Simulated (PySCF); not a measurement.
Computed shifts of a molecule C3H3BF2O, KT2/pcSseg-1 (PySCF), GIAO, gas phase, equivalent atoms averaged, in ppm (number of nuclei): ¹⁹F: -120.7 (1), -125.2 (1). ¹³C: 167.2 (1), 134.4 (1), 88.0 (1). ¹H: 7.39 (1), 5.97 (2). References: ¹⁹F against CFCl3 (σ = 127.1 ppm); ¹¹B against BF3 (σ = 89.8 ppm); ¹³C against TMS (σ = 185.1 ppm); ¹⁷O against H2O (σ = 330.4 ppm); ¹H against TMS (σ = 31.47 ppm), references at their B3LYP-D3(BJ)/def2-TZVP geometries, non-relativistic. The structure is a stationary point at PBE-D3(BJ)/def2-SVP. The values are those of a single conformer.

Problem. Which molecule gave these data?
A. C#CB(O)C(F)F
B. FB(F)C1=CCO1
C. O=C1C[C@H](F)B1F
D. C=C=COB(F)F

Solution. B, FB(F)C1=CCO1
